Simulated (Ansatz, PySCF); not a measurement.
AlH3, SMILES [AlH3].

Coordinates come from a ωB97X-D3(BJ)/def2-TZVPD optimisation. The isomer is the one that the SMILES or the coordinates give; other isomers of the formula were not compared.

Vertical ionisation energy (IE) and electron affinity (EA) in eV. Rows of orbital energies are one-electron estimates. Where ΔSCF, EOM or ADC give a negative EA the extra electron is unbound and the value depends on the basis.

```tsv
level	IE	EA
−ε(HOMO), −ε(LUMO), M06-2X/def2-TZVPD (PySCF)	9.72	1.19
−ε(HOMO), −ε(LUMO), B3LYP/def2-TZVPD (PySCF)	8.40	1.98
−ε(HOMO), −ε(LUMO), PBE/def2-TZVPD (PySCF)	7.31	2.53
EOM-CCSD/aug-cc-pVDZ (PySCF)	11.35	0.12
ADC(3)/aug-cc-pVDZ (PySCF)	11.23	0.14
ΔSCF, ωB97X-V/def2-TZVPD (Ansatz), final states of multiplicity 2 and 2	11.41	-0.14
ΔSCF, PBE/def2-TZVPD (Ansatz), final states of multiplicity 2 and 2	10.92	0.18
```

Problem. What vertical singlet–triplet gap does ΔSCF give with ωB97X-V/def2-TZVPD (Ansatz, an electronic-structure program) and with PBE/def2-TZVPD (Ansatz)? (An estimate is asked for; the answer gives what the named calculation found.)

Solution. 5.39 and 4.55 eV (triplet above singlet where positive).

Problem. Beyond the first one, list the lowest photoelectron lines from ADC(3)/aug-cc-pVDZ (PySCF) with their pole strengths (two spins summed). (An estimate is asked for; the answer gives what the named calculation found.)

Solution. 14.64 eV (1.66).
